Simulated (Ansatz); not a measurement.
`FC1C=C1[SiH3]` at its PBE0-D4/def2-TZVP geometry, where that method's forces vanish. Total charge 0; spin multiplicity 1.

```json
{"atom": "F1", "x (Å)": "-0.753", "y (Å)": "-1.570", "z (Å)": "-1.723"}
{"atom": "C2", "x (Å)": "-0.202", "y (Å)": "-0.320", "z (Å)": "-1.499"}
{"atom": "C3", "x (Å)": "-1.026", "y (Å)": "0.700", "z (Å)": "-0.893"}
{"atom": "C4", "x (Å)": "-0.128", "y (Å)": "0.166", "z (Å)": "-0.104"}
{"atom": "Si5", "x (Å)": "0.681", "y (Å)": "-0.015", "z (Å)": "1.543"}
{"atom": "H6", "x (Å)": "0.567", "y (Å)": "-0.141", "z (Å)": "-2.246"}
{"atom": "H7", "x (Å)": "-1.849", "y (Å)": "1.388", "z (Å)": "-1.001"}
{"atom": "H8", "x (Å)": "0.493", "y (Å)": "-1.408", "z (Å)": "2.017"}
{"atom": "H9", "x (Å)": "0.084", "y (Å)": "0.937", "z (Å)": "2.511"}
{"atom": "H10", "x (Å)": "2.132", "y (Å)": "0.263", "z (Å)": "1.394"}
```

Problem. For each bond, give half the difference of the two atoms' forces along it (eV/Å; positive pushes the atoms apart) under PBE-D4, r2SCAN-D4, B3LYP-D4, ωB97M-V in def2-TZVPP. (Estimate.)

Solution. Ansatz gave: 
| bond | length (Å) | PBE-D4 | r2SCAN-D4 | B3LYP-D4 | ωB97M-V |
| --- | --- | --- | --- | --- | --- |
| F1–C2 | 1.384 | 0.46 | 0.34 | 0.39 | 0.24 |
| C2–C3 | 1.445 | 0.26 | 0.08 | 0.10 | 0.16 |
| C2–C4 | 1.480 | 0.36 | 0.18 | 0.09 | 0.07 |
| C2–H6 | 1.087 | -0.05 | -0.14 | -0.21 | -0.23 |
| C3–C4 | 1.309 | 0.69 | 0.31 | 0.07 | -0.03 |
| C3–H7 | 1.078 | -0.19 | -0.13 | -0.12 | -0.12 |
| C4–Si5 | 1.844 | -0.41 | -0.20 | 0.01 | 0.14 |
| Si5–H8 | 1.483 | 0.09 | -0.01 | -0.07 | -0.14 |
| Si5–H9 | 1.484 | 0.08 | -0.02 | -0.06 | -0.12 |
| Si5–H10 | 1.485 | 0.09 | -0.01 | -0.07 | -0.13 |

B3LYP here is the variant with VWN-RPA as its local correlation; programs differ in this.
